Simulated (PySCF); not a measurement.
Ligands exchanged one at a time, In CH3-H. Isolated molecules, 0 K electronic values unless said otherwise. Strings in code marks are SMILES.

Method: M06-2X/def2-TZVP in PySCF 2.14.0. All candidates: neutral, multiplicity 1. Delta-SCF ions had no search for a lower state. 

- vertical ionisation energy (Delta-SCF) = 9.32 eV
- dipole moment = 0.50 D
- HOMO–LUMO gap = 7.43 eV

Task: Name which member has these values.
A) `[InH3]`
B) `[CH3][InH][CH3]`
C) `[CH3][In]([CH3])[CH3]`
D) `[CH3][InH2]`

Result: B, `[CH3][InH][CH3]`. The others give `[CH3][InH2]`: 9.77 eV, 0.57 D, 7.47 eV; `[CH3][In]([CH3])[CH3]`: 9.08 eV, 0.01 D, 7.56 eV; `[InH3]`: 10.58 eV, 0.00 D, 7.78 eV
